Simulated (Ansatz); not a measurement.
`CC(C)(C)C#N` + `[SiH3][O][GeH3]` → `C[SiH2][O][GeH3]` + `CC(C)C#N` at 400 K and 1 bar (formal exchange of groups at a C–C bond).

Program: Ansatz. Geometries: PBE0-D4/def2-TZVP. ΔE: electronic, gas phase. CCSD(T)/CBS is the MP2 limit (def2-TZVPP, def2-QZVPP) plus CCSD(T) − MP2 in def2-TZVPP, frozen cores. For Ge outer-core shells are correlated without core-valence functions, which leaves a few kJ/mol of doubt a bond. Scalar relativity is left out up to krypton. Each species was taken in one conformer, which may not be the lowest.

```
           species  CCSD(T)/CBS energy (Eh)  H − E (kJ/mol)  S (J/(mol·K))
     `CC(C)(C)C#N`               -250.38233           377.6          368.5
 `[SiH3][O][GeH3]`              -2444.01593           167.7          374.2
`C[SiH2][O][GeH3]`              -2483.29571           250.8          419.1
        `CC(C)C#N`               -211.11809           298.5          344.2
```

H − E and S are ideal-gas, rigid-rotor, harmonic terms from PBE0-D4/def2-TZVP, for one conformer and one mirror image of each species. 1 Eh = 2625.50 kJ/mol, R = 8.31446 J/(mol·K).

Question: By hand: ΔE, ΔH, ΔS and ΔG.

Answer: ΔE = (-2483.29571) + (-211.11809) − (-250.38233) − (-2444.01593) = -0.01554 Eh = -40.8 kJ/mol. Δ(H − E) = 250.8 + 298.5 − 377.6 − 167.7 = 4.0, so ΔH = -36.8 kJ/mol. ΔS = 419.1 + 344.2 − 368.5 − 374.2 = 20.6 J/(mol·K). ΔG = -36.8 − 400 × (20.6)/1000 = -45.0 kJ/mol.

Question: By hand: the equilibrium constant, and the temperature at which ΔG would vanish if ΔH and ΔS stayed fixed.

Answer: log₁₀ K = −ΔG/(RT ln 10) = 5.9. ΔH and −TΔS have one sign here, so there is no such temperature.

ΔH outweighs TΔS. A doubt of 5 kJ/mol in ΔE shifts log₁₀ K by 0.7 here. Other conformers and mirror images would add mixing entropy, several J/(mol·K) or more a flexible species. Modes under 60 cm⁻¹, often nearly free rotors, make the harmonic entropy too high. These are equilibria of isolated gas molecules and say nothing of rates. Largest T1 diagnostic: 0.012 (customary marks: 0.02 for closed shells, 0.045 for open ones).
